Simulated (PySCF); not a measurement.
# Computed properties of C₆H₈N₂, SMILES Nc1ccc(N)cc1

C6H8N2, SMILES Nc1ccc(N)cc1. Coordinates come from a PBE0-D3(BJ)/def2-SVP optimisation. The values are those of a single conformer. All values are computed for the isolated molecule unless a solvent is named; none is compared with measurement here.

**Structure.** The optimised structure has C2h symmetry. All 42 harmonic modes at PBE0-D3(BJ)/def2-SVP (PySCF) are real, so it is a minimum. With heavy atoms numbered as in [NH2:1][c:2]1[cH:3][cH:4][c:5]([NH2:6])[cH:7][cH:8]1, the shortest bond between them is C3–C4 at 1.391 Å and the longest C4–C5 at 1.402 Å.

**Vibrations.** The strongest infrared lines (harmonic, unscaled, degenerate partners summed) lie at 588 cm⁻¹ (524 km/mol, H 65 %, N 25 %, C 10 %), 1639 cm⁻¹ (254 km/mol, H 73 %, N 15 %, C 12 %), 518 cm⁻¹ (199 km/mol, H 54 %, C 44 %). The softest mode is at 149 cm⁻¹ and the zero-point energy is 84.5 kcal/mol.

**Electronic structure.** HF/def2-TZVP (PySCF) places the frontier levels at -7.08 and 3.39 eV, a gap of 10.47 eV, and gives a dipole moment of 0.00 D. PBE/def2-TZVP (PySCF) at the same geometry gives -4.07 and -0.85 eV, so its gap is 7.25 eV narrower. An orbital gap is neither the optical nor the fundamental gap.

**Excitations.** TDA-CAM-B3LYP/def2-SVPD (PySCF) has S1 at 4.47 eV (277 nm, f = 0.065, bright); the most intense of the 6 singlets computed lies at 5.63 eV (f = 0.23). T1 (TDA) is at 3.35 eV, 1.12 eV under S1. TDA-PBE/def2-SVPD (PySCF) puts S1 at 3.92 eV. No vertical singlet excitation falls in the visible range (under 3.1 eV).

**NMR.** GIAO shifts at PBE0/pcSseg-1 (PySCF) (non-relativistic, atoms alike by connectivity averaged): ¹³C from 120.3 to 145.0 ppm against TMS; ¹H from 2.9 to 6.7 ppm against TMS.

**Solvation.** SMD-PBE0/def2-SVP (PySCF) gives -8.3 kcal/mol in water, -9.9 kcal/mol in cyclohexanone, -5.5 kcal/mol in n-hexane (1 M in both phases, gas-phase geometry); of these solvents cyclohexanone holds the molecule best.
